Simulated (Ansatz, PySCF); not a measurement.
Sites of deprotonation of OB(O)P:

A. OB(O)P [phosphanylboronic acid] → OB(O)[PH-] + H+
B. OB(O)P -> [O-]B(O)P + H+

Quantity: gas-phase deprotonation energy (enthalpy at 298 K, with B3LYP-D3(BJ) rigid-rotor harmonic-oscillator terms from PySCF), kJ/mol. Geometries: B3LYP-D3(BJ)/def2-TZVP minima from Ansatz (a program for electronic structure), one conformer each, not searched for the lowest. Cores are frozen in the correlated levels unless marked. No spin-orbit coupling. Non-relativistic. Basis-set limits of correlation are two-point, X^-3; Hartree-Fock from the larger set. Anions need diffuse functions, which plain sets lack and def2-D sets hold few of.

|  | HF/aug-cc-pV(T+d)Z (Ansatz) | revPBE/def2-TZVPD (Ansatz) | RI-MP2/aug-cc-pV(T+d)Z (Ansatz) | CCSD(T)/CBS(aug-cc-pV(T+d)Z,aug-cc-pV(Q+d)Z) (Ansatz) |
|---|---|---|---|---|
| A | 1509.7 | 1487.2 | 1470.0 | 1480.9 |
| B | 1497.0 | 1447.8 | 1445.8 | 1457.3 |
